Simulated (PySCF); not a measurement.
A survey of 33S NMR shifts

Theoretical values (PySCF 2.14.0 with density-fitted response routines): GIAO PBE0/pcSseg-1 shieldings, geometry: GFN2-xTB. One averaged value for each set of equivalent atoms, in vacuum, a single conformation, non-relativistic.

Shieldings were converted by a linear fit to measured shifts: 33S: δ = 158.28 − 0.937σ (rms 33.3 ppm, 20 shifts vs sulfate, solution or neat liquid). Occasional misses reach two or three times the rms, and more in compound classes unlike the fitted ones.

Problem. Give the 33S shifts of `CS(=O)(=O)C1=CC1`, `CC(C)[C@@H](C)S(=O)(=O)Cl`, `C=CS(=O)(=O)C=C`, `CCC[C@H](C)S(=O)(=O)Cl`, `CC(C)CCS(=O)(=O)Cl`, `OC[C@@H]1COC1=S`, `O=S1(=O)CC=CC1`.

Solution. 
| compound | environment | δ (ppm) |
| --- | --- | --- |
| CS(=O)(=O)C1=CC1 | sulfone sulfur | -46 |
| CC(C)[C@@H](C)S(=O)(=O)Cl | sulfonyl sulfur | 31 |
| C=CS(=O)(=O)C=C | sulfone sulfur | -46 |
| CCC[C@H](C)S(=O)(=O)Cl | sulfonyl sulfur | 37 |
| CC(C)CCS(=O)(=O)Cl | sulfonyl sulfur | 17 |
| OC[C@@H]1COC1=S | thione sulfur | 57 |
| O=S1(=O)CC=CC1 | sulfone sulfur | 16 |
